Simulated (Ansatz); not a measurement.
`C#C[SiH2][GaH2]` + H–F → `C#C[SiH2]F` + `[GaH3]`  (cleavage of the Si–Ga bond)

Program: Ansatz. Geometries: PBE0-D4/def2-TZVP. ΔE: electronic, gas phase. CBS: MP2 limit from def2 TZ/QZ plus the TZ coupled-cluster correction, frozen cores. This one scheme is used for every species. Functionals use def2-TZVPP. For Ga outer-core shells are correlated without core-valence functions, which leaves a few kJ/mol of doubt a bond. Scalar relativity is left out up to krypton.

| level | ΔE (kJ/mol) |
| --- | --- |
| B97M-V | -127.2 |
| ωB97M-V | -121.1 |
| CCSD(T)/def2-TZVPP | -114.0 |
| MP2/def2-QZVPP | -117.3 |

**Question.** What does CCSD(T)/CBS give? (An estimate is asked.)

**Answer.** Ansatz gave: -111.9 kJ/mol. The listed levels differ from it by -15.3, -9.2, -2.1, -5.4 kJ/mol.

Largest T1 diagnostic among the species: 0.014.

In def2-TZVPP, CCSD(T) changes the Hartree–Fock value by +33.2 kJ/mol (the triples alone add +4.1 kJ/mol) and MP2 by +29.7 kJ/mol. From PBE to PBE0 (25 % exact exchange), in def2-TZVPP and without D4, ΔE moves by −5.0 kJ/mol.
